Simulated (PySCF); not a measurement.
# Polarisability and C₆ of As (arsenic, neutral)

[Ar] 3d10 4s2 4p3, high-spin 4S determinant. Computed with PySCF 2.14 in def2-TZVPPD (7s5p5d1f, 54 functions), with the non-relativistic Hamiltonian (point nucleus). Coupled (time-dependent) response in atomic units; α is the mean over directions.

```
method  mean α (bohr³)  C₆ (like pair)  S(−4)
   UHF           29.52           247.3  242.6
   PBE           30.81           255.1  300.9
  PBE0           30.07           249.7  271.3
  BLYP           31.01           255.1  315.4
```

S(−4) is the Cauchy moment in α(ω) = α(0) + S(−4) ω² + …

Reference α: 30 ± 1 bohr³ (recommended; Schwerdtfeger and Nagle, table of static dipole polarizabilities (2023 update)). Published C₆: 246.0 (Chu and Dalgarno (2004); Tang, Norbeck and Certain (1976)).

α(iu) at BLYP:

| u (hartree) | α(iu) (bohr³) |
| --- | --- |
| 0 | 31.01 |
| 0.0500 | 30.25 |
| 0.100 | 28.23 |
| 0.200 | 22.69 |
| 0.300 | 17.56 |
| 0.500 | 10.72 |
| 0.750 | 6.384 |
| 1.00 | 4.192 |
| 1.50 | 2.211 |
| 2.00 | 1.378 |
| 3.00 | 0.6962 |
| 5.00 | 0.2854 |
